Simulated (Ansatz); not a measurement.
Reactions of C2H7OY, SMILES `[CH3][Y]([CH3])[OH]`.

Gas-phase electronic energies from Ansatz, PBE0-D4/def2-TZVP geometries. CBS: MP2 limit from def2 TZ/QZ plus the TZ coupled-cluster correction, frozen cores. Double bonds are as drawn, so ΔE can hold a change between cis and trans. Elements past krypton have def2 core potentials. For Sn, Ti, Y outer-core shells are correlated without core-valence functions, which leaves a few kJ/mol of doubt a bond. Scalar relativity is left out up to krypton. One conformer a species, not always the lowest.

Question: Order these by ΔE at CCSD(T)/CBS, lowest first. (Estimate.)
A. `[CH3][Y]([CH3])[OH]` + `O/C(F)=N/[SiH3]` → `[CH3][Y]([OH])[F]` + `C/C(O)=N\[SiH3]`
B. `[CH3][Y]([CH3])[OH]` + `[OH][Sn]([OH])([F])[F]` → `[CH3][Y]([OH])[F]` + `[CH3][Sn]([OH])([OH])[F]`
C. `[CH3][Y]([CH3])[OH]` + `CCS` → `[CH3][Y]([CH3])[CH3]` + `OCS`
D. `[CH3][Y]([CH3])[OH]` + `[OH][Ti]([F])([F])[F]` → `[CH3][Y]([OH])[OH]` + `[CH3][Ti]([F])([F])[F]`

Answer: A (-283.2 kJ/mol), B (-220.3 kJ/mol), D (-64.3 kJ/mol), C (+256.0 kJ/mol).

Largest T1 diagnostic: 0.023, for `[OH][Ti]([F])([F])[F]`.
